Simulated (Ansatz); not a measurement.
C3H10N (SMILES CC[NH2+]C), charge +1, singlet, geometry from GFN2-xTB; Ansatz (a quantum-chemistry and plane-wave program) with CCSD(T)/STO-3G.

Input for Ansatz:
Ansatz 0.2 input:
```yaml
crystal:
  periodic: [false, false, false]
  atoms:
    - {symbol: C, position_ang: [1.21296475, -0.43505659, 1.05745699]}
    - {symbol: C, position_ang: [0.49340484, 0.73006851, 0.40560672]}
    - {symbol: N, position_ang: [-0.22912828, 0.30572748, -0.83364535]}
    - {symbol: C, position_ang: [-1.42679703, -0.52369353, -0.58580884]}
    - {symbol: H, position_ang: [1.90138003, -0.91149101, 0.36319589]}
    - {symbol: H, position_ang: [1.79585188, -0.06458150, 1.89576360]}
    - {symbol: H, position_ang: [0.52350240, -1.17871165, 1.44533444]}
    - {symbol: H, position_ang: [1.21504360, 1.49985744, 0.12601840]}
    - {symbol: H, position_ang: [-0.23433377, 1.16776361, 1.09065133]}
    - {symbol: H, position_ang: [0.42852521, -0.22443572, -1.42056931]}
    - {symbol: H, position_ang: [-0.51217892, 1.14132391, -1.35893829]}
    - {symbol: H, position_ang: [-2.12795182, 0.01940297, 0.04481675]}
    - {symbol: H, position_ang: [-1.91645003, -0.76834228, -1.52611082]}
    - {symbol: H, position_ang: [-1.14692605, -1.44878838, -0.08817373]}
basis:
  gaussian:
    orbitals: STO-3G
    fitting: {mean_field: cc-pVTZ-JKFIT, correlation: cc-pVTZ-RIFIT}
total_charge: 1
magnetization: {spin_polarized: false}
correlation: {method: ccsd_t}
```

The log (banner, timings and long lists left out):

```
Functional definition: HF
616 factors; integrals over basis functions are off by at most 8.0e-4 eV
624 factors; integrals over basis functions are off by at most 4.2e-3 eV
mean field evaluation 1: about -4669.6777 eV, gradient 1.3e1 eV
mean field evaluation 2: about -4670.2937 eV, gradient 3.4e0 eV
mean field evaluation 4: about -4670.3408 eV, gradient 1.2e-1 eV
mean field evaluation 8: about -4670.2938 eV, gradient 3.4e0 eV
mean field -4670.34081315 eV, -171.6318592126 hartree, gradient 1.5e-6 eV, S^2 0.000000; 0 other end points of the search recorded, 0 dependent functions left out
4 core orbitals not correlated
reference -4670.34081315 eV, -171.6318592126 hartree; 13, 13 occupied and 13, 13 virtual orbitals, 624 factors
second order -5.81759003 eV of doubles, -0.00000000 eV of singles
cycle   1  -7.06140049 eV  change    -1.2e0 eV  update   7.5e-2
cycle   2  -7.62739934 eV  change   -5.7e-1 eV  update   2.8e-2
cycle   3  -7.65920566 eV  change   -3.2e-2 eV  update   4.6e-3
cycle   4  -7.66323486 eV  change   -4.0e-3 eV  update   1.2e-3
cycle   5  -7.66323489 eV  change   -2.8e-8 eV  update   2.8e-4
cycle   6  -7.66320901 eV  change    2.6e-5 eV  update   5.1e-5
cycle   7  -7.66322405 eV  change   -1.5e-5 eV  update   1.9e-5
perturbative correction -0.04560353 eV, -0.0016758989 hartree
Total energy: -4678.04964073 eV, -171.9151534009 hartree
```
